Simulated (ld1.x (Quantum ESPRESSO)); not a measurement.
Ranking TM potentials for tungsten (W)

All share these settings but for the change named:

* Element: W (Z = 74)
* Generator: ld1.x (Quantum ESPRESSO) 7.5
* Type: norm-conserving Troullier–Martins (Kleinman–Bylander form)
* Functional: PBEsol
* Relativity: scalar-relativistic
* Frozen core: [Xe] 4f14
* Valence charge: 6
* Reference configuration: 5d4 6s1.5 6p0.5
* Partial waves: 6s (bound): rc 2.40 bohr; 5d (bound): rc 2.60 bohr; 6p (bound): rc 3.45 bohr
* Local potential: the p channel
* Core correction: a·sin(br)/r model core inside 1.90 bohr

Test errors are all-electron minus pseudo excitation energies from the reference, over 5d4 6s2 6p0; 5d4 6s1 6p0; 5d4 6s0 6p0; 5d3 6s0 6p0; 5d4.5 6s1.5 6p0; 5d4 6s1.5 6p0; 5d4 6s0 6p1. None of these files shows a bound ghost.

The base gives 278.1 meV.

Of 10 variants that were run, those that failed, showed a ghost or another fault, or gave nearly equal values are left out.

A variant can come out equal or close to the base, since the largest error may sit in a test that the change hardly touches while other tests move.

**Question.** Rank these variants by their largest absolute test error, smallest first.
A. wave 6s (bound): rc 2.40 bohr becomes 6s (bound): rc 1.56 bohr
B. wave 6s (bound): rc 2.40 bohr becomes 6s (bound): rc 3.36 bohr
C. wave 6s (bound): rc 2.40 bohr becomes 6s (bound): rc 3.58 bohr

**Answer.** A (299.9 meV), B (367.3 meV), C (415.4 meV).
